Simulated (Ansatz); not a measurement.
One change: `C#[C][In]([F])[F]` becomes `[F][In]([F])[SiH3]`.

Ansatz, PBE0-D4/def2-TZVP geometries, multiplicity 1. 

Elements past krypton have def2 core potentials.

| property | `C#[C][In]([F])[F]` |
| --- | --- |
| HOMO–LUMO gap (PBE/def2-TZVPP) / eV | 4.86 |
| LUMO energy (B3LYP/def2-TZVPP) / eV | -2.40 |
| size of the dipole moment (PBE/def2-TZVPP) / D | 3.61 |
| HOMO energy (B3LYP/def2-TZVPP) / eV | -8.85 |
| LUMO energy (ωB97M-V/def2-TZVPP) / eV | -0.27 |
| LUMO energy (PBE/def2-TZVPP) / eV | -2.98 |

Q: What does the change do to each property? (An estimate is asked.)

A: The calculation gave: 
| property | `[F][In]([F])[SiH3]` | shift |
| --- | --- | --- |
| HOMO–LUMO gap (PBE/def2-TZVPP) / eV | 4.93 | 0.07 |
| LUMO energy (B3LYP/def2-TZVPP) / eV | -2.22 | 0.18 |
| size of the dipole moment (PBE/def2-TZVPP) / D | 4.65 | 1.04 |
| HOMO energy (B3LYP/def2-TZVPP) / eV | -8.69 | 0.16 |
| LUMO energy (ωB97M-V/def2-TZVPP) / eV | -0.36 | -0.09 |
| LUMO energy (PBE/def2-TZVPP) / eV | -2.65 | 0.33 |

With PBE0 the HOMO rises by 0.20 eV and the LUMO rises by 0.05 eV, so the gap narrows by about 0.15 eV. PBE moves the HOMO by 0.26 eV and ωB97M-V by 0.42 eV. Dipoles are sizes alone; their direction can turn.

B3LYP here is the variant with VWN-RPA as its local correlation; programs differ in this.
